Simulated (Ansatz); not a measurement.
Basis sets compared for Si35H36, a nanocrystal cut from cubic silicon. The state is a singlet with charge 0. Geometry r2SCAN-D4/def2-SVP. Ansatz on 11 threads of AMD EPYC 7R13 on a shared host and a whole NVIDIA H100 80GB HBM3; times are rough, and most runs start from earlier orbitals.

Cartesian coordinates in Å:
```
Si -2.222 3.017 -0.820
Si -3.697 -0.511 -0.887
Si -3.185 1.412 -4.184
Si 0.522 1.916 -3.281
Si -0.954 -1.612 -3.346
Si -2.741 1.098 2.449
Si -1.262 4.655 2.526
Si 1.483 3.536 0.070
Si 0.963 1.620 3.341
Si -4.231 -2.450 2.399
Si -1.476 -3.540 -0.061
Si -0.519 -1.930 3.275
Si 0.000 0.000 0.001
Si 2.731 -1.096 -2.458
Si 3.693 0.525 0.895
Si 2.210 -3.024 0.827
Si 4.232 2.448 -2.397
Si 1.263 -4.653 -2.530
Si 3.188 -1.411 4.182
Si -3.756 1.606 -1.911
Si -2.793 3.228 1.453
Si -4.280 -0.328 1.385
Si -0.055 2.121 -1.009
Si -1.534 -1.418 -1.074
Si -1.022 0.508 -4.363
Si 2.693 1.028 -3.467
Si 1.205 -2.527 -3.533
Si -0.575 0.197 2.271
Si 0.900 3.748 2.339
Si 3.651 2.644 -0.126
Si 3.126 0.712 3.170
Si -2.065 -3.346 2.208
Si 0.685 -4.449 -0.259
Si 1.650 -2.826 3.104
Si 2.163 -0.900 -0.184
H -2.234 4.373 -1.469
H -4.661 -1.434 -1.581
H -3.225 2.765 -4.833
H -4.169 0.518 -4.880
H 0.482 3.282 -3.907
H -1.947 -2.523 -4.014
H -3.089 1.215 3.907
H -1.300 6.011 1.886
H -1.629 4.799 3.974
H 1.432 4.886 -0.591
H 0.578 1.735 4.790
H -5.218 -3.358 1.726
H -4.604 -2.327 3.847
H -2.463 -4.430 -0.764
H -0.889 -1.782 4.725
H 4.116 -1.675 -2.554
H 5.068 -0.069 0.766
H 3.600 -3.582 0.697
H 4.210 3.802 -3.045
H 5.616 1.882 -2.520
H 0.294 -5.568 -3.220
H 2.640 -5.235 -2.652
H 2.836 -1.291 5.636
H 4.570 -1.985 4.069
H -5.137 2.181 -1.772
H -4.183 3.787 1.560
H -5.656 0.265 1.494
H -0.635 0.372 -5.809
H 3.044 0.888 -4.922
H 1.570 -2.632 -4.987
H 1.896 4.642 3.022
H 4.621 3.549 0.579
H 4.102 1.634 3.846
H -2.011 -4.705 2.849
H 0.714 -5.797 0.405
H 1.671 -4.189 3.736
```

Single mean-field runs in 6-31G, def2-SVP, def2-TZVP are fitted with def2-universal-jkfit.

Binding counts from free atoms (Si triplet, H doublet) in the same basis, without a counterpoise term.

```tsv
level	functions	energy (Eh)	HOMO (eV)	LUMO (eV)	binding per atom (eV)	wall time
HF/STO-3G	351	-10018.2952	-6.00	8.14	3.90	4.6 s
HF/6-31G	527	-10132.3231	-8.87	1.47	2.07	6.5 s
PBE-D4/def2-SVP	810	-10146.3770	-6.08	-2.40	3.48	7.5 s
PBE0-D4/def2-SVP	810	-10147.4015	-7.03	-1.79	3.48	9 s
```

Question: Estimate the rows for HF/def2-TZVP (with forces), PBE-D4/def2-TZVP, PBE0-D4/def2-TZVP.

Answer: 
```tsv
level	functions	energy (Eh)	HOMO (eV)	LUMO (eV)	binding per atom (eV)	wall time
HF/def2-TZVP (with forces)	1511	-10134.2869	-9.13	1.25	2.50	20 s
PBE-D4/def2-TZVP	1511	-10149.8432	-6.09	-2.53	3.47	14 s
PBE0-D4/def2-TZVP	1511	-10150.8306	-6.99	-1.87	3.47	16 s
```
